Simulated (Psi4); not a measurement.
Method: SAPT0/jun-cc-pVDZ, frozen core (Psi4).

Psi4 input:

```
molecule {
0 1
Si -0.13221367 0.00909593 -0.00265662
Cl 1.92882447 -0.13267804 0.03887556
H -0.63983194 -0.86670148 -1.07661277
H -0.49930460 1.41398897 -0.26648377
H -0.65747425 -0.42370538 1.30687759
--
0 1
B 3.05564790 1.87183184 -0.33216609
H 2.34926061 2.11471233 -1.25761798
H 2.75646509 2.24242469 0.75759884
H 4.06139843 1.25872623 -0.49651756
units angstrom
symmetry c1
no_reorient
no_com
}
set basis jun-cc-pvdz
set scf_type df
set freeze_core true
energy('sapt0')
```

Part of the output:

```
    SAPT Results
  --------------------------------------------------------------------------------------------------------
    Electrostatics                -22.81574404 [mEh]     -14.31709554 [kcal/mol]     -59.90272773 [kJ/mol]
      Elst10,r                    -22.81574404 [mEh]     -14.31709554 [kcal/mol]     -59.90272773 [kJ/mol]

    Exchange                       54.66895277 [mEh]      34.30528578 [kcal/mol]     143.53331571 [kJ/mol]
      Exch10                       54.66895277 [mEh]      34.30528578 [kcal/mol]     143.53331571 [kJ/mol]
      Exch10(S^2)                  53.32318439 [mEh]      33.46080337 [kcal/mol]     140.00000132 [kJ/mol]

    Induction                     -18.50758311 [mEh]     -11.61368374 [kcal/mol]     -48.59165276 [kJ/mol]
      Ind20,r                     -32.64630786 [mEh]     -20.48586746 [kcal/mol]     -85.71286947 [kJ/mol]
      Exch-Ind20,r                 23.48131936 [mEh]      14.73475035 [kcal/mol]      61.65019548 [kJ/mol]
      delta HF,r (2)               -9.34259461 [mEh]      -5.86256663 [kcal/mol]     -24.52897877 [kJ/mol]

    Dispersion                    -10.63847034 [mEh]      -6.67574093 [kcal/mol]     -27.93130004 [kJ/mol]
      Disp20                      -12.79055857 [mEh]      -8.02619667 [kcal/mol]     -33.58160689 [kJ/mol]
      Exch-Disp20                   2.15208822 [mEh]       1.35045575 [kcal/mol]       5.65030685 [kJ/mol]
      Disp20 (SS)                  -6.39527928 [mEh]      -4.01309834 [kcal/mol]     -16.79080344 [kJ/mol]
      Disp20 (OS)                  -6.39527928 [mEh]      -4.01309834 [kcal/mol]     -16.79080344 [kJ/mol]
      Exch-Disp20 (SS)              1.09793958 [mEh]       0.68896749 [kcal/mol]       2.88263998 [kJ/mol]
      Exch-Disp20 (OS)              1.05414864 [mEh]       0.66148826 [kcal/mol]       2.76766687 [kJ/mol]

  Total HF                         13.34562561 [mEh]       8.37450651 [kcal/mol]      35.03893522 [kJ/mol]
  Total SAPT0                       2.70715527 [mEh]       1.69876558 [kcal/mol]       7.10763519 [kJ/mol]
```
